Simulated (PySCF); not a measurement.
# One molecule, many functionals

Hexanal, C6H12O.
InChI=1S/C6H12O/c1-2-3-4-5-6-7/h6H,2-5H2,1H3

Linear-response calculations in the def2-SVPD basis (PySCF; singlets by full response, triplets Tamm–Dancoff, core orbitals frozen in the response; HF means time-dependent Hartree–Fock). 'Strongest' is the level of largest summed f among the singlets computed (10 roots, of which the last may lack a degenerate partner); it can jump between rows when another state enters that window. S1 is the lowest singlet of each run and needn't be the same state throughout; f(S1) is that of one state. The structure is a single PBE0-D3(BJ)/def2-SVP conformer in the gas phase; no vibrational or solvent corrections.

| functional | kind | S1 (eV) | f(S1) | strongest (eV) | T1 (eV) | HOMO (eV) | gap (eV) | ionisation energy, ΔSCF (eV) |
| --- | --- | --- | --- | --- | --- | --- | --- | --- |
| LDA | LDA | 4.13 | 0.000 | 6.24 | 3.60 | -6.00 | 3.85 | 9.33 |
| PBE | GGA | 4.21 | 0.000 | 6.83 | 3.60 | -5.87 | 3.98 | 9.18 |
| B3LYP | global hybrid, 20% exact exchange | 4.36 | 0.000 | 7.77 | 3.76 | -7.24 | 6.26 | 9.69 |
| PBE0 | global hybrid, 25% exact exchange | 4.38 | 0.000 | 7.58 | 3.73 | -7.46 | 6.78 | 9.68 |
| CAM-B3LYP | range-separated hybrid | 4.38 | 0.000 | 8.08 | 3.78 | -8.94 | 9.48 | 9.94 |
| wB97X-D | range-separated hybrid | 4.40 | 0.000 | 9.11 | 3.85 | -9.39 | 10.62 | 9.88 |
| LC-wPBE | range-separated hybrid | 4.37 | 0.000 | 8.90 | 3.72 | -10.22 | 12.07 | 10.03 |
| HF | Hartree–Fock | 4.92 | 0.000 | 9.50 | 4.33 | -11.44 | 14.06 | not settled |

Task: What does BHandHLYP (global hybrid, 50% exact exchange) give?

Result: S1 (eV) 4.56, f(S1) 0.000, strongest (eV) 8.90, T1 (eV) 3.95, HOMO (eV) -9.03, gap (eV) 9.63, ionisation energy, ΔSCF (eV) 9.80. S1 runs from 4.13 eV (LDA) to 4.92 eV (HF), a spread of 0.79 eV, while the orbital gap spreads over 10.2 eV. Along PBE (0%), B3LYP (20%), PBE0 (25%), BHandHLYP (50%), HF (100%) S1 rises with the share of exact exchange. −ε(HOMO) comes closest to its own ΔSCF ionisation energy with LC-wPBE (+0.19 eV) and misses most with LDA (-3.33 eV). 'Not settled' means that the ion's SCF failed to converge or may have ended in another state than the lowest.
